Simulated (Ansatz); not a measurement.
Calculated with Ansatz (gas phase, PBE0-D4/def2-TZVP geometries, no zero-point term in ΔE). CCSD(T)/CBS is the MP2 limit (def2-TZVPP, def2-QZVPP) plus CCSD(T) − MP2 in def2-TZVPP, frozen cores. This one scheme is used for every species. Functionals use def2-TZVPP. For Br outer-core shells are correlated without core-valence functions, which leaves a few kJ/mol of doubt a bond. Scalar relativity is left out up to krypton. One conformer a species, not always the lowest.

`SB(Cl)Cl` + HBr → `SB(Cl)Br` + HCl  (ligand exchange at a B–Cl bond)

| level | ΔE (eV) |
| --- | --- |
| LDA (SPW92) | 0.12 |
| PBE-D4 | 0.10 |
| ωB97M-V | 0.11 |
| r2SCAN0 | 0.11 |
| CAM-B3LYP | 0.14 |
| CCSD(T)/def2-SVP | 0.19 |
| MP2/def2-TZVPP | 0.05 |
| CCSD/CBS(def2) | 0.06 |

(1) What does CCSD(T)/CBS give? (An estimate is asked.)

(2) What do rigid-rotor, harmonic-oscillator terms from PBE0-D4/def2-TZVP frequencies (298.15 K, 1 bar) make of the CCSD(T)/CBS value? (Estimate.)

Largest T1 diagnostic among the species: 0.012.

Results:

(1) Computed: +0.06 eV. The listed levels differ from it by 0.06, 0.04, 0.05, 0.05, 0.08, 0.13, -0.01, 0.00 eV.

(2) Computed: ΔZPE = +0.01 eV, ΔH = +0.07 eV, ΔS = 0 J/(mol·K), ΔG = +0.07 eV.

In def2-TZVPP, CCSD(T) changes the Hartree–Fock value by −0.06 eV (the triples alone add −0.01 eV) and MP2 by −0.08 eV. At CCSD(T), def2-SVP lies +0.13 eV from the extrapolated value and def2-TZVPP +0.02 eV. Leaving LDA and LC-ωPBE aside and taking each functional with its dispersion term where it has one, the values, not all of them listed here, spread over 0.05 eV, from PBE-QIDH to B97M-V.
